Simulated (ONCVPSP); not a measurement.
## Plane-wave convergence, ONCV potential for Zn

ONCVPSP 4.0.1 input, shortened (lines: element, Z, core and valence counts, functional; n l f; lmax; l rc ep ncon nbas qcut; lloc lpopt rc5 dvloc0; l nproj debl; icmod fcfact rcfact), PBE, scalar-relativistic:

```
  Zn 30.00    3    5        4      upf
    1    0    2.00
    2    0    2.00
    2    1    6.00
    3    0    2.00
    3    1    6.00
    3    2   10.00
    4    0    1.50
    4    1    0.50
    2
    0    1.20    0.00    4    7    8.50
    1    1.25    0.00    5    8   10.40
    2    1.10    0.00    3    8   11.60
    4    5    1.00    0.00
    0    3    2.50
    1    3    3.50
    2    2    1.70
    3    5.50    1.30
```

Problem. For each optimised wave give the share of its norm inside rc, the residual kinetic energy above qcut (Ha) and the cutoffs (Ha) for errors of 10, 1, 0.1 and 0.01 mHa per electron.

Solution.

| wave | norm inside rc | residual KE | 10 mHa | 1 mHa | 0.1 mHa | 0.01 mHa |
| --- | --- | --- | --- | --- | --- | --- |
| 3s | 0.961 | 6.3e-05 | 13.4 | 21.2 | 34.1 | 83.0 |
| 4s | 0.045 | 7.6e-05 | 10.2 | 16.8 | 34.8 | 94.9 |
| s projector 3 | 0.082 | 3.2e-04 | 12.0 | 30.8 | 42.8 | 95.4 |
| 3p | 0.948 | 5.3e-05 | 36.8 | 45.1 | 52.1 | 101.9 |
| 4p | 0.014 | 2.8e-06 | 21.3 | 32.9 | 42.5 | 50.2 |
| p projector 3 | 0.065 | 2.6e-05 | 30.5 | 41.1 | 49.7 | 58.1 |
| 3d | 0.734 | 2.8e-04 | 53.8 | 62.5 | 145.7 | 350.8 |
| d projector 2 | 0.105 | 2.3e-04 | 51.5 | 61.8 | 78.5 | 179.9 |

The occupied waves need 62 Ha and 146 Ha for 1 and 0.1 mHa. 1 of 4 tests not solved or not reliable.
